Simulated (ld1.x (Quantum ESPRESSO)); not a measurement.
## What the settings do to the TM potential of beryllium (Be)

Base potential:

Be, norm-conserving Troullier–Martins (Kleinman–Bylander form), made with ld1.x (Quantum ESPRESSO) 7.5 (PBEsol, scalar-relativistic). Core [He], reference 2s1 2p1. Waves: 2p (bound): rc 4.20 bohr; 3d channel at 0.4 Ry: rc 4.25 bohr; 2s (bound): rc 1.50 bohr. Local part: the s channel. Core correction: none.

All-electron outer shells of the reference configuration (PBEsol, scalar-relativistic, ld1.x):

| shell | level (eV) | outermost node (bohr) | outermost maximum (bohr) |
| --- | --- | --- | --- |
| 1s | -106.88 | – | 0.27 |
| 2s | -6.10 | 0.59 | 2.04 |
| 2p | -2.50 | – | 2.26 |

Cutoffs, loose and tight: the cutoffs (Ry, on a coarse ladder) from which the occupation-weighted sum of valence levels, in a spherical-Bessel basis at the reference potential, stays within 10 and 1 mRy of its value at 400 Ry. They do not see the model core or the augmentation charge, which bear on the density cutoff. Test errors are all-electron minus pseudo excitation energies from the reference, over the configurations 2s2 2p0; 2s1 2p0; 2s1.5 2p0; 2s0 2p2; 2s0 2p1. A dash means not determined; rows that change the core or the reference have their own tests.

```tsv
change	outcome	cutoff, loose	cutoff, tight	bound ghosts	largest test error (meV)
base	generated	8 Ry	15 Ry	none	+74
all radii scaled by about 0.75 (s 1.12, p 3.16, d 3.20 bohr)	generated	45 Ry	70 Ry	none	+39
all radii scaled by about 0.88 (s 1.32, p 3.72, d 3.76 bohr)	generated	8 Ry	35 Ry	none	+49
all radii scaled by about 1.12 (s 1.68, p 4.72, d 4.78 bohr)	generated	8 Ry	15 Ry	none	+114
all radii scaled by about 1.24 (s 1.86, p 5.22, d 5.28 bohr)	generated	8 Ry	15 Ry	none	+159
all radii scaled by about 1.36 (s 2.04, p 5.72, d 5.78 bohr)	generated	8 Ry	12 Ry	none	+202
```

Reading the sweep of the scale of all radii (base = 1) (base included, trends over the rows without a ghost): The loose cutoff falls from 45 Ry at 0.75 to 8 Ry at 1.36. A larger radius leaves more room for a smooth pseudo-wave, so fewer plane waves are needed; a smaller one forces it to follow the all-electron wave where it bends sharply. The median size of the test errors (rows with all tests solved) rises from 14.3 meV at 0.75 to 63.9 meV at 1.36, with one reversal. More of the atom is replaced by a form fitted at one configuration, so other configurations suffer as the radius grows.
